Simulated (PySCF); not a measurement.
C2H8Cl2Si2 (SMILES [SiH3]CC[SiH](Cl)Cl), singlet, at a GFN2-xTB geometry, atoms displaced at random by about 0.03 Å a coordinate; PySCF with HF/STO-3G, gradient by finite differences.

PySCF was given this input:
```python
from pyscf import gto, scf

mol = gto.M(
    atom='''
Si   -3.484617   -0.738842    0.243438
C    -1.601378   -0.907853    0.389088
C    -0.829303    0.379091    0.274481
Si    1.105683    0.102569    0.393857
Cl    1.669780   -1.078727   -1.092649
Cl    2.005156    1.902479    0.126774
H    -3.823298   -0.119248   -1.072505
H    -3.912544    0.218636    1.313569
H    -4.123095   -1.952179    0.405561
H    -1.261592   -1.609814   -0.376454
H    -1.375093   -1.331801    1.362770
H    -1.040727    0.872000   -0.710481
H    -1.145064    1.034143    1.014899
H     1.440463   -0.378543    1.645254
''',
    basis='sto-3g',
    charge=0,
    spin=0,
    verbose=4,
)

mf = scf.RHF(mol)
mf.conv_tol = 1e-11
mf.kernel()
scan, done = mf.as_scanner(), []
scan.scf_summary = {}
def energy(d):
    c = mol.atom_coords()
    c[0, 1] += d
    e = scan(mol.set_geom_(c, unit='Bohr', inplace=False))
    done.append(scan.converged)
    return e
h = 0.05
fd = (energy(h) - energy(-h)) / (2 * h)
print('dE/dx =', fd)
```

Write the output that PySCF gives for this input, abridged.


```
PySCF version 2.14.0

[INPUT] verbose = 4
[INPUT] num. atoms = 14
[INPUT] num. electrons = 82
[INPUT] charge = 0
[INPUT] spin (= nelec alpha-beta = 2S) = 0
[INPUT] symmetry False subgroup None
[INPUT] Mole.unit = angstrom
[INPUT] Symbol           X                Y                Z      unit          X                Y                Z       unit  Magmom
[INPUT]  1 Si    -3.484617000000  -0.738842000000   0.243438000000 AA   -6.584971779004  -1.396209029326   0.460031148312 Bohr   0.0
[INPUT]  2 C     -1.601378000000  -0.907853000000   0.389088000000 AA   -3.026165841904  -1.715593531365   0.735269758355 Bohr   0.0
[INPUT]  3 C     -0.829303000000   0.379091000000   0.274481000000 AA   -1.567155544280   0.716378166287   0.518693916397 Bohr   0.0
[INPUT]  4 Si     1.105683000000   0.102569000000   0.393857000000 AA    2.089438050587   0.193827318871   0.744281862243 Bohr   0.0
[INPUT]  5 Cl     1.669780000000  -1.078727000000  -1.092649000000 AA    3.155426888276  -2.038498593174  -2.064807360280 Bohr   0.0
[INPUT]  6 Cl     2.005156000000   1.902479000000   0.126774000000 AA    3.789195677028   3.595164267736   0.239568139716 Bohr   0.0
[INPUT]  7 H     -3.823298000000  -0.119248000000  -1.072505000000 AA   -7.224986112597  -0.225346060902  -2.026740717227 Bohr   0.0
[INPUT]  8 H     -3.912544000000   0.218636000000   1.313569000000 AA   -7.393636610310   0.413162160970   2.482285655719 Bohr   0.0
[INPUT]  9 H     -4.123095000000  -1.952179000000   0.405561000000 AA   -7.791520335564  -3.689083656127   0.766399216805 Bohr   0.0
[INPUT] 10 H     -1.261592000000  -1.609814000000  -0.376454000000 AA   -2.384063360942  -3.042107571491  -0.711394958497 Bohr   0.0
[INPUT] 11 H     -1.375093000000  -1.331801000000   1.362770000000 AA   -2.598549165807  -2.516739142422   2.575262070774 Bohr   0.0
[INPUT] 12 H     -1.040727000000   0.872000000000  -0.710481000000 AA   -1.966689000440   1.647841180621  -1.342614506707 Bohr   0.0
[INPUT] 13 H     -1.145064000000   1.034143000000   1.014899000000 AA   -2.163857355099   1.954247043636   1.917881154095 Bohr   0.0
[INPUT] 14 H      1.440463000000  -0.378543000000   1.645254000000 AA    2.722080562569  -0.715342596371   3.109079465345 Bohr   0.0

nuclear repulsion = 502.39504663079
number of shells = 34
number of NR pGTOs = 162
number of NR cGTOs = 54
basis = sto-3g
ecp = {}

******** <class 'pyscf.scf.hf.RHF'> ********
method = RHF
initial guess = minao
damping factor = 0
level_shift factor = 0
DIIS = <class 'pyscf.scf.diis.CDIIS'>
diis_start_cycle = 1
diis_space = 8
diis_damp = 0
SCF conv_tol = 1e-11
SCF conv_tol_grad = None
SCF max_cycles = 50
direct_scf = True
direct_scf_tol = 1e-13
Set gradient conv threshold to 3.16228e-06
Initial guess from minao.
init E= -1559.65206857282
  HOMO = -0.287760871329496  LUMO = 0.155604546575185  gap/eV = 12.06459
cycle= 1 E= -1559.90941842048  delta_E= -0.257  |g|= 0.323  |ddm|= 4.19
  HOMO = -0.34361544114181  LUMO = 0.28630170965374  gap/eV = 17.14092
cycle= 2 E= -1559.96429704449  delta_E= -0.0549  |g|= 0.065  |ddm|= 0.789
  HOMO = -0.338914166662148  LUMO = 0.326291605137339  gap/eV = 18.10117
cycle= 3 E= -1559.96632381028  delta_E= -0.00203  |g|= 0.0163  |ddm|= 0.137
  HOMO = -0.339711611584731  LUMO = 0.324176220031796  gap/eV = 18.06531
cycle= 4 E= -1559.96649974694  delta_E= -0.000176  |g|= 0.00213  |ddm|= 0.0508
  HOMO = -0.340577078692889  LUMO = 0.323762296694432  gap/eV = 18.07760
cycle= 5 E= -1559.96650279036  delta_E= -3.04e-06  |g|= 0.000631  |ddm|= 0.00624
  HOMO = -0.340424959128437  LUMO = 0.32378369777018  gap/eV = 18.07404
cycle= 6 E= -1559.96650304441  delta_E= -2.54e-07  |g|= 0.000124  |ddm|= 0.00177
  HOMO = -0.340435089249805  LUMO = 0.323772751091851  gap/eV = 18.07402
cycle= 7 E= -1559.96650305728  delta_E= -1.29e-08  |g|= 2.04e-05  |ddm|= 0.00046
  HOMO = -0.340436348743415  LUMO = 0.323765429708622  gap/eV = 18.07385
cycle= 8 E= -1559.96650305758  delta_E= -3.08e-10  |g|= 3.89e-06  |ddm|= 6.14e-05
  HOMO = -0.340436207683063  LUMO = 0.323764543765667  gap/eV = 18.07382
cycle= 9 E= -1559.9665030576  delta_E= -1.36e-11  |g|= 8.66e-07  |ddm|= 1.18e-05
  HOMO = -0.340436224155507  LUMO = 0.323764466183731  gap/eV = 18.07382
cycle= 10 E= -1559.9665030576  delta_E= 1.36e-12  |g|= 1.79e-07  |ddm|= 2.2e-06
  HOMO = -0.340436217151102  LUMO = 0.323764490300966  gap/eV = 18.07382
Extra cycle  E= -1559.9665030576  delta_E=    0  |g|= 6.14e-08  |ddm|= 4.06e-07
converged SCF energy = -1559.9665030576
Create scanner for <class 'pyscf.scf.hf.RHF'>

WARN: Mole.unit (angstrom) is changed to Bohr

New geometry
   1 Si    -3.484617000000  -0.712383139454   0.243438000000 AA   -6.584971779004  -1.346209029326   0.460031148312 Bohr
   2 C     -1.601378000000  -0.907853000000   0.389088000000 AA   -3.026165841904  -1.715593531365   0.735269758355 Bohr
   3 C     -0.829303000000   0.379091000000   0.274481000000 AA   -1.567155544280   0.716378166287   0.518693916397 Bohr
   4 Si     1.105683000000   0.102569000000   0.393857000000 AA    2.089438050587   0.193827318871   0.744281862243 Bohr
   5 Cl     1.669780000000  -1.078727000000  -1.092649000000 AA    3.155426888276  -2.038498593174  -2.064807360280 Bohr
   6 Cl     2.005156000000   1.902479000000   0.126774000000 AA    3.789195677028   3.595164267736   0.239568139716 Bohr
   7 H     -3.823298000000  -0.119248000000  -1.072505000000 AA   -7.224986112597  -0.225346060902  -2.026740717227 Bohr
   8 H     -3.912544000000   0.218636000000   1.313569000000 AA   -7.393636610310   0.413162160970   2.482285655719 Bohr
   9 H     -4.123095000000  -1.952179000000   0.405561000000 AA   -7.791520335564  -3.689083656127   0.766399216805 Bohr
  10 H     -1.261592000000  -1.609814000000  -0.376454000000 AA   -2.384063360942  -3.042107571491  -0.711394958497 Bohr
  11 H     -1.375093000000  -1.331801000000   1.362770000000 AA   -2.598549165807  -2.516739142422   2.575262070774 Bohr
  12 H     -1.040727000000   0.872000000000  -0.710481000000 AA   -1.966689000440   1.647841180621  -1.342614506707 Bohr
  13 H     -1.145064000000   1.034143000000   1.014899000000 AA   -2.163857355099   1.954247043636   1.917881154095 Bohr
  14 H      1.440463000000  -0.378543000000   1.645254000000 AA    2.722080562569  -0.715342596371   3.109079465345 Bohr

******** <class 'pyscf.scf.hf.RHF_Scanner'> ********
method = RHF_Scanner
initial guess = minao
damping factor = 0
level_shift factor = 0
DIIS = <class 'pyscf.scf.diis.CDIIS'>
diis_start_cycle = 1
diis_space = 8
diis_damp = 0
SCF conv_tol = 1e-11
SCF conv_tol_grad = None
SCF max_cycles = 50
direct_scf = True
direct_scf_tol = 1e-13
Set gradient conv threshold to 3.16228e-06
init E= -1559.97124095794
  HOMO = -0.339058396255319  LUMO = 0.324252224412205  gap/eV = 18.04960
cycle= 1 E= -1559.96947262235  delta_E= 0.00177  |g|= 0.00512  |ddm|= 0.0247
  HOMO = -0.339819376712316  LUMO = 0.323959568015331  gap/eV = 18.06235
cycle= 2 E= -1559.96948712209  delta_E= -1.45e-05  |g|= 0.000787  |ddm|= 0.0105
  HOMO = -0.33985038154731  LUMO = 0.323966460233594  gap/eV = 18.06338
cycle= 3 E= -1559.96948747893  delta_E= -3.57e-07  |g|= 0.000109  |ddm|= 0.00175
  HOMO = -0.339841321009126  LUMO = 0.323976734847916  gap/eV = 18.06341
cycle= 4 E= -1559.96948748631  delta_E= -7.37e-09  |g|= 2.42e-05  |ddm|= 0.00025
  HOMO = -0.339844237604429  LUMO = 0.323975914471072  gap/eV = 18.06347
cycle= 5 E= -1559.96948748661  delta_E= -2.99e-10  |g|= 4.41e-06  |ddm|= 4.86e-05
  HOMO = -0.339844046829541  LUMO = 0.323976096627569  gap/eV = 18.06347
cycle= 6 E= -1559.96948748662  delta_E= -1.23e-11  |g|= 6.25e-07  |ddm|= 1.16e-05
  HOMO = -0.339843962677496  LUMO = 0.323976310021108  gap/eV = 18.06347
cycle= 7 E= -1559.96948748662  delta_E= -4.55e-13  |g|= 1.32e-07  |ddm|= 2.01e-06
  HOMO = -0.339843980226088  LUMO = 0.3239762864741  gap/eV = 18.06347
Extra cycle  E= -1559.96948748662  delta_E=    0  |g|= 5.06e-08  |ddm|= 3.43e-07
converged SCF energy = -1559.96948748662

WARN: Mole.unit (angstrom) is changed to Bohr

New geometry
   1 Si    -3.484617000000  -0.765300860546   0.243438000000 AA   -6.584971779004  -1.446209029326   0.460031148312 Bohr
   2 C     -1.601378000000  -0.907853000000   0.389088000000 AA   -3.026165841904  -1.715593531365   0.735269758355 Bohr
   3 C     -0.829303000000   0.379091000000   0.274481000000 AA   -1.567155544280   0.716378166287   0.518693916397 Bohr
   4 Si     1.105683000000   0.102569000000   0.393857000000 AA    2.089438050587   0.193827318871   0.744281862243 Bohr
   5 Cl     1.669780000000  -1.078727000000  -1.092649000000 AA    3.155426888276  -2.038498593174  -2.064807360280 Bohr
   6 Cl     2.005156000000   1.902479000000   0.126774000000 AA    3.789195677028   3.595164267736   0.239568139716 Bohr
   7 H     -3.823298000000  -0.119248000000  -1.072505000000 AA   -7.224986112597  -0.225346060902  -2.026740717227 Bohr
   8 H     -3.912544000000   0.218636000000   1.313569000000 AA   -7.393636610310   0.413162160970   2.482285655719 Bohr
   9 H     -4.123095000000  -1.952179000000   0.405561000000 AA   -7.791520335564  -3.689083656127   0.766399216805 Bohr
  10 H     -1.261592000000  -1.609814000000  -0.376454000000 AA   -2.384063360942  -3.042107571491  -0.711394958497 Bohr
  11 H     -1.375093000000  -1.331801000000   1.362770000000 AA   -2.598549165807  -2.516739142422   2.575262070774 Bohr
  12 H     -1.040727000000   0.872000000000  -0.710481000000 AA   -1.966689000440   1.647841180621  -1.342614506707 Bohr
  13 H     -1.145064000000   1.034143000000   1.014899000000 AA   -2.163857355099   1.954247043636   1.917881154095 Bohr
  14 H      1.440463000000  -0.378543000000   1.645254000000 AA    2.722080562569  -0.715342596371   3.109079465345 Bohr

******** <class 'pyscf.scf.hf.RHF_Scanner'> ********
method = RHF_Scanner
initial guess = minao
damping factor = 0
level_shift factor = 0
DIIS = <class 'pyscf.scf.diis.CDIIS'>
diis_start_cycle = 1
diis_space = 8
diis_damp = 0
SCF conv_tol = 1e-11
SCF conv_tol_grad = None
SCF max_cycles = 50
direct_scf = True
direct_scf_tol = 1e-13
Set gradient conv threshold to 3.16228e-06
init E= -1559.96083643085
  HOMO = -0.342547211808273  LUMO = 0.322888410741322  gap/eV = 18.10743
cycle= 1 E= -1559.9620433155  delta_E= -0.00121  |g|= 0.0103  |ddm|= 0.0494
  HOMO = -0.340924248457068  LUMO = 0.323564606608209  gap/eV = 18.08166
cycle= 2 E= -1559.96210169653  delta_E= -5.84e-05  |g|= 0.00157  |ddm|= 0.0212
  HOMO = -0.340887660852244  LUMO = 0.323548704876692  gap/eV = 18.08023
cycle= 3 E= -1559.96210309311  delta_E= -1.4e-06  |g|= 0.00022  |ddm|= 0.00346
  HOMO = -0.340889407220295  LUMO = 0.323535009928053  gap/eV = 18.07991
cycle= 4 E= -1559.96210312354  delta_E= -3.04e-08  |g|= 3.98e-05  |ddm|= 0.000508
  HOMO = -0.340894042630522  LUMO = 0.323535353317808  gap/eV = 18.08004
cycle= 5 E= -1559.96210312446  delta_E= -9.25e-10  |g|= 9.01e-06  |ddm|= 9.28e-05
  HOMO = -0.340891760582352  LUMO = 0.323534973684671  gap/eV = 18.07997
cycle= 6 E= -1559.9621031245  delta_E= -3.46e-11  |g|= 1.46e-06  |ddm|= 1.96e-05
  HOMO = -0.3408922050016  LUMO = 0.323534709464483  gap/eV = 18.07998
cycle= 7 E= -1559.96210312451  delta_E= -1e-11  |g|= 3.28e-07  |ddm|= 4.3e-06
  HOMO = -0.340892172734246  LUMO = 0.323534687832923  gap/eV = 18.07998
cycle= 8 E= -1559.96210312451  delta_E= 1.36e-12  |g|= 5.92e-08  |ddm|= 1.2e-06
  HOMO = -0.340892175965422  LUMO = 0.323534677557583  gap/eV = 18.07998
Extra cycle  E= -1559.96210312451  delta_E= 1.82e-12  |g|= 2.4e-08  |ddm|= 1.67e-07
converged SCF energy = -1559.96210312451
dE/dx = -0.07384362112816234
```
